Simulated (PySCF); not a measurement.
Shifts of the heteroatoms

Geometry:
```csv
atom,x (Å),y (Å),z (Å)
O1,3.490,0.048,0.113
C2,2.313,-0.015,-0.082
C3,1.429,-0.359,-1.210
C4,0.285,-0.144,-0.489
O5,-0.988,-0.220,-0.717
Si6,-2.242,0.096,0.347
C7,1.032,0.232,0.748
O8,0.689,0.562,1.847
H9,1.621,-0.663,-2.221
H10,-2.158,1.489,0.765
H11,-2.150,-0.836,1.463
H12,-3.319,-0.189,-0.589
```

PySCF 2.14 calculation with geometry: GFN2-xTB and NMR shieldings at PBE0/pcSseg-1/GIAO; no solvent model, equivalent nuclei averaged, non-relativistic, one conformer.

**Question.** Predict the 29Si NMR data.

**Answer.** 
| atoms | environment | σ (ppm) | δ (ppm) |
| --- | --- | --- | --- |
| Si6 | silicon bonded to O, 3 H | 370.8 | -24.8 |

Shieldings were converted by a linear fit to measured shifts: 29Si (scatter 8.9 ppm rms, 25.8 ppm with the 6 outliers that the fit left out vs TMS, solution or neat liquid). A few per cent of atoms miss by over 2 rms, more outside the fitted compound classes.

On a 600 MHz spectrometer 29Si resonates near 119.2 MHz, so 1 ppm is 119.2 Hz.

**Question.** Predict the 17O NMR data.

**Answer.** 
| atoms | environment | σ (ppm) | δ (ppm) |
| --- | --- | --- | --- |
| O8 | carbonyl oxygen | -284.7 | 526.0 |
| O1 | carbonyl oxygen | -239.8 | 485.1 |
| O5 | oxygen bonded to C, Si | 190.2 | 93.4 |

Shieldings were converted by a linear fit to measured shifts: 17O: δ = 266.70 − 0.911σ (rms 10.7 ppm, 155 shifts, 12.2 ppm with the 3 outliers that the fit left out vs liquid water, solution or neat liquid). Occasional misses reach two or three times the rms, and more in compound classes unlike the fitted ones.

On a 400 MHz spectrometer 17O resonates near 54.2 MHz, so 1 ppm is 54.2 Hz.
